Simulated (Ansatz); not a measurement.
Consider the ligand exchange at the Si–O bond: `[SiH3][O][In]([Cl])[Cl]` + `SC1CO1` → `[SiH3]SC1CO1` + `[OH][In]([Cl])[Cl]`.

Isolated molecules relaxed with PBE0-D4/def2-TZVP in Ansatz; ΔE leaves out vibrations. CCSD(T)/CBS adds triple-zeta CCSD(T) − MP2 to the extrapolated MP2 energy (def2 sets, frozen cores). Functionals use def2-TZVPP. B3LYP here is the variant with VWN-RPA as its local correlation; programs differ in this. Elements past krypton have def2 core potentials. For In outer-core shells are correlated without core-valence functions, which leaves a few kJ/mol of doubt a bond. One conformer a species, not always the lowest.

`[SiH3][O][In]([Cl])[Cl]`:

```xyz
8

Si   -1.160    0.988   -0.110
O     0.213    0.276   -0.650
In    1.435   -1.110   -0.028
Cl    1.038   -2.167    1.971
Cl    3.236   -1.628   -1.341
H    -1.533    0.480    1.240
H    -2.274    0.702   -1.052
H    -0.954    2.458   -0.029
```

`SC1CO1`:

Cartesian coordinates in Å:
```
S -0.901 -1.712 0.159
C 0.214 -0.371 0.513
C 0.196 0.921 -0.157
O 1.221 -0.036 -0.412
H -1.279 -1.272 -1.052
H 0.538 -0.426 1.551
H 0.514 1.816 0.372
H -0.504 1.081 -0.973
```

`[SiH3]SC1CO1`:

```xyz
11

Si   -1.329   -0.955   -1.393
S     0.353   -1.269   -0.112
C     0.703    0.440    0.285
C     1.243    0.767    1.599
O    -0.094    1.089    1.247
H    -1.624   -2.278   -1.992
H    -0.974    0.028   -2.451
H    -2.511   -0.457   -0.646
H     0.970    1.053   -0.573
H     1.915    1.613    1.707
H     1.348   -0.030    2.330
```

`[OH][In]([Cl])[Cl]`:

```xyz
5

O     0.795   -1.333   -0.245
In   -0.367    0.199    0.138
Cl    0.385    2.337   -0.296
Cl   -2.455   -0.146    1.012
H     1.642   -1.057   -0.609
```

| level | ΔE (kJ/mol) | difference from CCSD(T)/CBS |
| --- | --- | --- |
| PBE-D4 | 20.4 | -21.1 |
| r2SCAN-D4 | 33.5 | -8.0 |
| PBE0-D4 | 27.8 | -13.7 |
| B3LYP-D4 | 38.9 | -2.6 |
| ωB97X-V | 39.6 | -1.9 |
| ωB97M-V | 39.0 | -2.5 |
| B2PLYP | 42.8 | 1.3 |
| PBE | 22.0 | -19.5 |
| r2SCAN | 33.8 | -7.7 |
| PBE0 | 29.1 | -12.4 |
| B3LYP | 41.5 | 0.0 |
| HF/def2-TZVPP | 63.3 | 21.8 |
| MP2/def2-TZVPP | 40.6 | -0.9 |
| SCS-MP2/def2-TZVPP | 46.9 | 5.4 |
| CCSD/def2-TZVPP | 47.4 | 5.9 |
| CCSD(T)/def2-TZVPP | 43.6 | 2.1 |
| HF/def2-QZVPP | 65.5 | 24.0 |
| MP2/def2-QZVPP | 40.1 | -1.4 |
| SCS-MP2/def2-QZVPP | 46.2 | 4.7 |
| HF/CBS(def2) | 65.8 | 24.3 |
| MP2/CBS(def2) | 38.4 | -3.1 |
| CCSD/CBS(def2) | 45.3 | 3.8 |
| CCSD(T)/CBS | 41.5 | 0 |

Largest T1 diagnostic among the species: 0.014.

In def2-TZVPP, CCSD(T) changes the Hartree–Fock value by −19.7 kJ/mol (the triples alone add −3.8 kJ/mol) and MP2 by −22.7 kJ/mol. From PBE to PBE0 (25 % exact exchange), in def2-TZVPP and without D4, ΔE moves by +7.1 kJ/mol.
